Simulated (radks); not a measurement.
Results of a calculation; reference values are marked as such.
Task: Valence configurations of S I (all share [Ne]). Code: a radial shooting solver on a logarithmic mesh with Libxc functionals. Model: non-relativistic Kohn-Sham, TPSS, spin-polarised, spherical densities, point nucleus; open shells are filled with parallel spins first; meta-GGA in the generalised Kohn-Sham scheme. Order these by energy: 3s1 3p5; 3s2 3p4; 3s1.5 3p4.5; 3p6.

Result: From the lowest, in eV above it: 3s2 3p4 0.000; 3s1.5 3p4.5 5.104; 3s1 3p5 10.186; 3p6 21.831. NIST lists [Ne] 3s2 3p4 as the ground configuration; this level of theory agrees among the configurations tried. The energies are those of spherical high-spin densities, not of single terms.
